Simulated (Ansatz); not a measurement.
Steps of a relaxation of `CBNCF` with RKS PBE0-D4/def2-TZVP.

```sh
$ ansatz run in.yaml --threads 4 --pin off --events-out ev --progress --plain --max-ram 10444MiB
```

```yaml
crystal:
  periodic: [false, false, false]
  atoms:
    - {symbol: C, position_ang: [-1.895723, 0.267042, -0.598075]}
    - {symbol: B, position_ang: [-0.328733, 0.122589, -0.611616]}
    - {symbol: N, position_ang: [0.405222, -0.226513, 0.541900]}
    - {symbol: C, position_ang: [1.825771, -0.313238, 0.644568]}
    - {symbol: F, position_ang: [2.362235, 0.784863, 1.309305]}
    - {symbol: H, position_ang: [-2.181846, 1.293757, -0.915405]}
    - {symbol: H, position_ang: [-2.376714, 0.064029, 0.381152]}
    - {symbol: H, position_ang: [-2.351811, -0.407864, -1.354283]}
    - {symbol: H, position_ang: [0.321628, 0.300313, -1.631055]}
    - {symbol: H, position_ang: [-0.087800, -0.368261, 1.430152]}
    - {symbol: H, position_ang: [2.131093, -1.219019, 1.216692]}
    - {symbol: H, position_ang: [2.253678, -0.352898, -0.379234]}
basis:
  gaussian: {orbitals: def2-TZVP}
hamiltonian: {xc: pbe0, dispersion: d4}
relax: {f_tol: 0.005, max_steps: 150}
```

Positions (Å) and forces (eV/Å) along the path, 7 of 7 steps:

```xyz
12
step=1 energy=-7067.5536 eV
C    -1.896    0.267   -0.598   -0.286    0.027   -0.072
B    -0.329    0.123   -0.612    0.298    0.000    0.007
N     0.405   -0.227    0.542   -0.139    0.112    0.320
C     1.826   -0.313    0.645   -0.040   -0.518   -0.279
F     2.362    0.785    1.309   -0.165   -0.262   -0.184
H    -2.182    1.294   -0.915    0.137   -0.476    0.165
H    -2.377    0.064    0.381    0.239    0.097   -0.462
H    -2.352   -0.408   -1.354    0.202    0.302    0.363
H     0.322    0.300   -1.631   -0.252   -0.065    0.383
H    -0.088   -0.368    1.430    0.337    0.080   -0.578
H     2.131   -1.219    1.217   -0.132    0.583   -0.252
H     2.254   -0.353   -0.379   -0.199    0.120    0.589
12
step=2 energy=-7067.5979 eV
C    -1.884    0.265   -0.597   -0.099    0.038   -0.023
B    -0.324    0.131   -0.608    0.105   -0.055   -0.002
N     0.401   -0.220    0.541   -0.016    0.025    0.080
C     1.813   -0.322    0.637   -0.088   -0.156   -0.109
F     2.349    0.776    1.293    0.004   -0.022   -0.018
H    -2.174    1.280   -0.907    0.035   -0.138    0.045
H    -2.356    0.060    0.373    0.071    0.026   -0.124
H    -2.334   -0.407   -1.343    0.071    0.088    0.105
H     0.319    0.306   -1.615   -0.072   -0.008    0.115
H    -0.087   -0.362    1.419    0.095    0.009   -0.158
H     2.116   -1.207    1.214   -0.046    0.172   -0.089
H     2.238   -0.356   -0.373   -0.058    0.021    0.180
12
step=3 energy=-7067.6017 eV
C    -1.880    0.266   -0.596   -0.003   -0.024   -0.007
B    -0.323    0.122   -0.609    0.009    0.082    0.018
N     0.399   -0.221    0.540    0.009   -0.019   -0.001
C     1.806   -0.321    0.635   -0.046   -0.038   -0.026
F     2.343    0.778    1.287    0.016    0.035    0.015
H    -2.165    1.277   -0.906    0.009    0.004   -0.002
H    -2.347    0.066    0.372   -0.002   -0.004    0.009
H    -2.331   -0.404   -1.336   -0.014   -0.009   -0.010
H     0.319    0.307   -1.607    0.003   -0.021   -0.010
H    -0.087   -0.373    1.412   -0.005   -0.002    0.011
H     2.111   -1.198    1.211    0.011   -0.009    0.014
H     2.231   -0.354   -0.369    0.011    0.003   -0.011
12
step=4 energy=-7067.6021 eV
C    -1.880    0.266   -0.596    0.010   -0.004    0.001
B    -0.322    0.130   -0.607   -0.013    0.008   -0.028
N     0.399   -0.224    0.539   -0.008   -0.015    0.027
C     1.806   -0.324    0.633    0.008    0.043    0.024
F     2.342    0.781    1.284   -0.006   -0.029   -0.021
H    -2.169    1.276   -0.909   -0.002    0.003    0.000
H    -2.347    0.067    0.372    0.000    0.000    0.002
H    -2.329   -0.406   -1.334    0.004    0.000    0.001
H     0.318    0.312   -1.607    0.001    0.001    0.003
H    -0.087   -0.377    1.411    0.002    0.000   -0.004
H     2.112   -1.197    1.216    0.003   -0.004   -0.001
H     2.234   -0.358   -0.369   -0.001   -0.003   -0.005
12
step=5 energy=-7067.6022 eV
C    -1.880    0.267   -0.596    0.003    0.006    0.000
B    -0.322    0.132   -0.605   -0.005    0.000    0.004
N     0.398   -0.226    0.541    0.009    0.004    0.001
C     1.805   -0.324    0.634   -0.003   -0.008    0.003
F     2.343    0.783    1.275    0.000    0.003    0.004
H    -2.170    1.276   -0.908    0.000   -0.002   -0.002
H    -2.347    0.066    0.372    0.001   -0.003   -0.001
H    -2.325   -0.406   -1.336   -0.004   -0.001   -0.001
H     0.321    0.318   -1.603    0.000    0.000   -0.002
H    -0.088   -0.380    1.412    0.001   -0.001   -0.001
H     2.112   -1.195    1.219    0.001    0.004   -0.003
H     2.231   -0.365   -0.370   -0.003   -0.002   -0.002
12
step=6 energy=-7067.6022 eV
C    -1.880    0.267   -0.596    0.000    0.000    0.001
B    -0.322    0.132   -0.605    0.005    0.001   -0.003
N     0.398   -0.226    0.541   -0.006    0.000    0.002
C     1.805   -0.324    0.634    0.000    0.001   -0.002
F     2.343    0.784    1.275    0.001    0.000    0.002
H    -2.170    1.276   -0.907    0.000    0.000    0.000
H    -2.347    0.065    0.371   -0.001   -0.001    0.000
H    -2.326   -0.405   -1.337    0.000    0.000    0.000
H     0.321    0.317   -1.603   -0.002    0.000    0.001
H    -0.088   -0.381    1.412    0.001    0.000    0.001
H     2.113   -1.195    1.220    0.000    0.001    0.000
H     2.230   -0.365   -0.370    0.002   -0.002   -0.002
12
step=7 energy=-7067.6022 eV
C    -1.880    0.267   -0.596    0.000    0.000    0.000
B    -0.322    0.132   -0.605    0.001    0.000    0.000
N     0.398   -0.225    0.541    0.001    0.000    0.000
C     1.805   -0.324    0.634   -0.001   -0.001    0.001
F     2.344    0.783    1.275    0.000    0.001   -0.001
H    -2.170    1.276   -0.907    0.000    0.000    0.000
H    -2.347    0.064    0.371    0.000    0.000    0.000
H    -2.326   -0.405   -1.337    0.000    0.000    0.000
H     0.321    0.317   -1.603   -0.001    0.000    0.000
H    -0.088   -0.380    1.413    0.000    0.000    0.000
H     2.112   -1.195    1.220    0.000   -0.001    0.000
H     2.230   -0.366   -0.370    0.000    0.001    0.001
```

Run time 20 s (4 threads of an Arm Neoverse V1 on a shared host); peak host memory 0.43 GiB.
